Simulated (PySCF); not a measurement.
Question: Write Cartesian coordinates for `B[N](C)[GaH2]` as optimised with PBE0-D3(BJ)/def2-SVP.

Answer: 
```xyz
11
CH7BGaN angstrom
B     -0.4313    0.6615    1.3251
N     -0.0405    0.0623    0.1164
C     -1.0291   -0.2781   -0.8992
Ga     1.7678   -0.3023   -0.1563
H     -1.6025    0.9074    1.5325
H      0.4119    0.9292    2.1537
H     -0.5510   -0.6747   -1.8082
H     -1.7332   -1.0435   -0.5346
H     -1.6212    0.6035   -1.1918
H      2.7666    0.1050    0.9672
H      2.0982   -0.9951   -1.5239
```

Orientation and origin are arbitrary. Atoms count from 1 in this order. B1 (three-coordinate boron) is planar (angles 120.6°, 120.1° and 119.3°, sum 360.0°, 0.00 Å off the plane of its three neighbours). N2 (boron-bound nitrogen) is planar (angles 120.7°, 120.7° and 118.6°, sum 360.0°, 0.00 Å off the plane of its three neighbours). The 4 heavy atoms lie in one plane (0.002 Å rms). Ga4 (gallium bonded to N and 2 H) is planar (angles 127.6°, 117.7° and 114.7°, sum 360.0°, 0.00 Å off the plane of its three neighbours).

Bonds between heavy atoms (Å): B1–N2 1.405, N2–C3 1.458, N2–Ga4 1.865.

Computed, not measured: PBE0-D3(BJ)/def2-SVP geometry optimisation, gas phase in PySCF.

Point group: near Cs, missed by 0.15 Å at most; the miss may be what the optimiser left on a soft mode. Whether it is a minimum is left open (no frequencies).

Time: 25 s wall; peak memory 0.44 GiB. Hardware: one thread of an Arm Neoverse V2, no GPU, shared host with 32 logical CPUs at a one-minute load of 22. That covers the optimisation of the geometry.
